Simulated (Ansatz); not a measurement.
One change: `O=CBF` becomes `O=CB(F)F`.

Ansatz, PBE0-D4/def2-TZVP geometries, multiplicity 1. Each molecule was computed in one conformer, which needn't be the lowest.

```csv
property,`O=CBF`
size of the dipole moment (B3LYP/def2-TZVPP) / D,1.45
HOMO energy (B3LYP/def2-TZVPP) / eV,-7.32
HOMO–LUMO gap (ωB97M-V/def2-TZVPP) / eV,9.24
LUMO energy (PBE0/def2-TZVPP) / eV,-2.93
HOMO–LUMO gap (PBE/def2-TZVPP) / eV,1.90
LUMO energy (PBE/def2-TZVPP) / eV,-4.01
```

(1) Give the same properties after the change, and the shifts. (An estimate is asked.)

Results:

(1) Computed: 
| property | `O=CB(F)F` | shift |
| --- | --- | --- |
| size of the dipole moment (B3LYP/def2-TZVPP) / D | 1.75 | 0.30 |
| HOMO energy (B3LYP/def2-TZVPP) / eV | -7.64 | -0.32 |
| HOMO–LUMO gap (ωB97M-V/def2-TZVPP) / eV | 9.80 | 0.56 |
| LUMO energy (PBE0/def2-TZVPP) / eV | -2.78 | 0.15 |
| HOMO–LUMO gap (PBE/def2-TZVPP) / eV | 2.33 | 0.43 |
| LUMO energy (PBE/def2-TZVPP) / eV | -3.85 | 0.16 |

With PBE0 the HOMO falls by 0.33 eV and the LUMO rises by 0.15 eV, so the gap widens by about 0.48 eV. PBE moves the HOMO by -0.27 eV and ωB97M-V by -0.34 eV. Dipoles are sizes alone; their direction can turn.

B3LYP here is the variant with VWN-RPA as its local correlation; programs differ in this.
